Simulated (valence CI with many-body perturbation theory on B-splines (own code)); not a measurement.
## Sensitivity of CI+MBPT for Cs⁵⁺

Calculated by relativistic CI+MBPT: four valence electrons over a frozen Dirac-Fock core [Kr] 4d10, radial functions for each j: 6 s, 6 p, 5 d, 3 f, 1 g, with the one-electron correlation potential Σ1 (screened to all orders), the two-electron term Σ2, the three-electron term Σ3, Breit, model QED; selected single and double excitations, second order for the rest, scaled by the run's own slope (own B-spline code, finite nucleus).

Set against measurement, 18 paired levels are off by 301 cm⁻¹ on average, the worst by 822. These come from a selection out of Sansonetti, J. Phys. Chem. Ref. Data 38, 761 (2009). Levels without a partner in it may be off by more, other configurations by several thousand cm⁻¹.

The reference run has the lowest level 5s2 5p2 3P_0 and an ionisation energy of 70.4178 eV. Its largest variational space holds 10000 state functions.

Names give the largest LS component (configuration and term), which can be under half, so a name can repeat, a term be missing and a line seem to break the LS rules; names also repeat where a configuration has a term twice.

Changed runs:
A. QED terms on → off
B. three-electron term on → off
C. cutoff of virtual states (hartree) 6050 → 480
D. scale of Σ2 1 → 3 (bad on purpose)

Excitation energies of the reference run in cm⁻¹, and shifts in cm⁻¹:

| Level | Reference | A | B | C | D |
| --- | --- | --- | --- | --- | --- |
| 5s2 5p2 3P_1 | 12120 | -28 | -36 | -5.1 | +475 |
| 5s2 5p2 3P_2 | 17646 | -30 | -65 | -5.9 | +125 |
| 5s2 5p2 1D_2 | 35111 | -55 | -99 | -11 | +197 |
| 5s2 5p2 1S_0 | 52659 | -49 | +85 | -11 | -1051 |
| 5s 5p3 5S°_2 | 106234 | +340 | -86 | +0.5 | +9714 |
| 5s 5p3 3D°_1 | 131558 | +316 | -69 | -2.0 | +3060 |
| 5s 5p3 3D°_2 | 132833 | +310 | -76 | -3.1 | +4716 |
| 5s 5p3 3D°_3 | 137781 | +300 | -105 | -5.2 | +4837 |
| 5s 5p3 3P°_0 | 152531 | +302 | +27 | -5.1 | +2541 |
| 5s 5p3 3P°_1 | 154117 | +296 | +16 | -5.9 | -1293 |
| 5s 5p3 3P°_2 | 154700 | +263 | -31 | -8.5 | -109 |
| 5s 5p3 1D°_2 | 168703 | +193 | -75 | -16 | +610 |
| Ionisation energy (eV) | 70.4178 | -0.0069 | +0.0265 | -0.0057 | -0.7805 |
